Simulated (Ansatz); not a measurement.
Program: Ansatz. Geometries: PBE0-D4/def2-TZVP. ΔE: electronic, gas phase. CBS: MP2 limit from def2 TZ/QZ plus the TZ coupled-cluster correction, frozen cores. This one scheme is used for every species. Functionals use def2-TZVPP. B3LYP here is the variant with VWN-RPA as its local correlation; programs differ in this. HSE06 is defined as in plane-wave codes. One conformer a species, not always the lowest.

`NB(F)[SiH3]` + BH₃ → `BB(N)[SiH3]` + H–F  (formal exchange of groups at a B–F bond)

| level | ΔE (kJ/mol) | difference from CCSD(T)/CBS |
| --- | --- | --- |
| LDA (SPW92) | 120.0 | -16.2 |
| PBE-D4 | 120.5 | -15.7 |
| BLYP-D4 | 136.2 | 0.0 |
| r2SCAN-D4 | 136.7 | 0.5 |
| B97M-V | 136.2 | 0.0 |
| PBE0-D4 | 127.7 | -8.5 |
| r2SCANh-D4 | 137.9 | 1.7 |
| r2SCAN0-D4 | 139.6 | 3.4 |
| HSE06-D4 | 127.4 | -8.8 |
| BHLYP-D4 | 152.2 | 16.0 |
| CAM-B3LYP-D4 | 149.9 | 13.7 |
| ωB97X-V | 144.7 | 8.5 |
| ωB97M-V | 144.2 | 8.0 |
| B2PLYP | 147.9 | 11.7 |
| PBE-QIDH | 138.6 | 2.4 |
| PBE | 124.2 | -12.0 |
| revPBE | 125.9 | -10.3 |
| BLYP | 143.5 | 7.3 |
| r2SCAN | 137.8 | 1.6 |
| PBE0 | 131.0 | -5.2 |
| B3LYP | 147.3 | 11.1 |
| r2SCANh | 139.0 | 2.8 |
| r2SCAN0 | 140.8 | 4.6 |
| BHLYP | 157.5 | 21.3 |
| CAM-B3LYP | 153.4 | 17.2 |
| LC-ωPBE | 140.3 | 4.1 |
| RPA@PBE/def2-TZVPP | 144.8 | 8.6 |
| HF/def2-SVP | 182.8 | 46.6 |
| CCSD/def2-SVP | 159.9 | 23.7 |
| CCSD(T)/def2-SVP | 157.6 | 21.4 |
| HF/def2-TZVPP | 176.7 | 40.5 |
| MP2/def2-TZVPP | 142.5 | 6.3 |
| SCS-MP2/def2-TZVPP | 149.9 | 13.7 |
| CCSD/def2-TZVPP | 145.0 | 8.8 |
| CCSD(T)/def2-TZVPP | 141.1 | 4.9 |
| MP2/def2-QZVPP | 139.7 | 3.5 |
| SCS-MP2/def2-QZVPP | 147.0 | 10.8 |
| HF/CBS(def2) | 176.6 | 40.4 |
| MP2/CBS(def2) | 137.7 | 1.5 |
| CCSD/CBS(def2) | 140.2 | 4.0 |
| CCSD(T)/CBS | 136.2 | 0 |

Task: What do rigid-rotor, harmonic-oscillator terms from PBE0-D4/def2-TZVP frequencies (298.15 K, 1 bar) make of the CCSD(T)/CBS value? (Estimate.)

Result: Ansatz gave: ΔZPE = +1.8 kJ/mol, ΔH = +139.6 kJ/mol, ΔS = 7 J/(mol·K), ΔG = +137.4 kJ/mol. Modes under 50 cm⁻¹ make the entropy rough.

Largest T1 diagnostic among the species: 0.014.

From BLYP to BHLYP (50 % exact exchange), in def2-TZVPP and without D4, ΔE moves by +14.0 kJ/mol. At CCSD(T), def2-SVP lies +21.4 kJ/mol from the extrapolated value and def2-TZVPP +4.9 kJ/mol. In def2-TZVPP, CCSD(T) changes the Hartree–Fock value by −35.6 kJ/mol (the triples alone add −4.0 kJ/mol) and MP2 by −34.2 kJ/mol.
